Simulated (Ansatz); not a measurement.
`N=[C](Cl)[GeH3]` + H₂O → `N=[C](O)[GeH3]` + HCl  (formal hydrolysis of a C–Cl bond)

Calculated with Ansatz (gas phase, PBE0-D4/def2-TZVP geometries, no zero-point term in ΔE). CCSD(T)/CBS adds triple-zeta CCSD(T) − MP2 to the extrapolated MP2 energy (def2 sets, frozen cores). This one scheme is used for every species. Functionals use def2-TZVPP. B3LYP here is the variant with VWN-RPA as its local correlation; programs differ in this. For Ge outer-core shells are correlated without core-valence functions, which leaves a few kJ/mol of doubt a bond. Scalar relativity is left out up to krypton. One conformer a species, not always the lowest.

Q: Is it downhill or uphill in electronic energy at CCSD(T)/CBS, and by how much? (An estimate is asked.)

A: Computed: Downhill: ΔE = -6.1 kcal/mol.

Q: What do these levels give: B3LYP-D4, B2PLYP, PBE, MP2/def2-TZVPP, HF/CBS(def2), MP2/CBS(def2)? (An estimate is asked.)

A: Computed: B3LYP-D4 -7.7, B2PLYP -8.0, PBE -7.9, MP2/def2-TZVPP -6.5, HF/CBS(def2) -10.5, MP2/CBS(def2) -5.0 kcal/mol.

Largest T1 diagnostic among the species: 0.014.

In def2-TZVPP, CCSD(T) changes the Hartree–Fock value by +3.0 kcal/mol (the triples alone add +0.6 kcal/mol) and MP2 by +4.2 kcal/mol. The D4 term adds +0.8 kcal/mol with B3LYP and +0.4 kcal/mol with PBE0; it sums over pairs of atoms, weighted by their polarisabilities, and B3LYP, whose exchange is more repulsive, gets the larger term.
